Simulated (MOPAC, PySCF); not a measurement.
H4GeS2, SMILES `[SH][GeH2][SH]` (H–S–Ge–S torsion -145°, S–Ge–S–H torsion 59°), neutral singlet in the gas phase. 

Cartesian coordinates (Å):
SMILES: [SH][GeH2][SH]
```xyz
7

S      1.4662    -1.1005    -0.4378
Ge    -0.0030     0.5428    -0.1054
S     -2.0238    -0.1949    -0.6378
H      2.2285    -0.7432     0.6103
H      0.2315     1.7245    -1.0528
H      0.0940     0.9689     1.3660
H     -1.9934    -1.1977     0.2574
```
Charge 0, spin multiplicity 1.

All levels are single points at this geometry (r2SCAN-D4/def2-TZVP); Pople sets use spherical d functions. Orbital energies aren't observables, and empty levels follow the basis.

PM6 in MOPAC gives dipole (D) = 2.75.

Problem. Estimate the dipole (D) from each of these levels: PBE-D3(BJ)/def2-TZVP in PySCF; r2SCAN-D4/def2-TZVP in PySCF; B3LYP/3-21G in PySCF; B3LYP/6-311+G** (LANL2DZ on Ge) in PySCF; B3LYP/6-31G* in PySCF; B3LYP/LANL2DZ in PySCF; M06-2X/6-31G* in PySCF; PBE/6-31G* in PySCF; HF/3-21G in PySCF; HF/6-31G* in PySCF; HF/STO-3G in PySCF; PM7 in MOPAC.

Solution. 
| level | dipole (D) |
|---|---|
| PBE-D3(BJ)/def2-TZVP in PySCF | 1.64 |
| r2SCAN-D4/def2-TZVP in PySCF | 1.73 |
| B3LYP/3-21G in PySCF | 2.81 |
| B3LYP/6-311+G** (LANL2DZ on Ge) in PySCF | 2.14 |
| B3LYP/6-31G* in PySCF | 2.10 |
| B3LYP/LANL2DZ in PySCF | 2.76 |
| M06-2X/6-31G* in PySCF | 2.24 |
| PBE/6-31G* in PySCF | 2.09 |
| HF/3-21G in PySCF | 3.22 |
| HF/6-31G* in PySCF | 2.35 |
| HF/STO-3G in PySCF | 1.66 |
| PM7 in MOPAC | 3.19 |
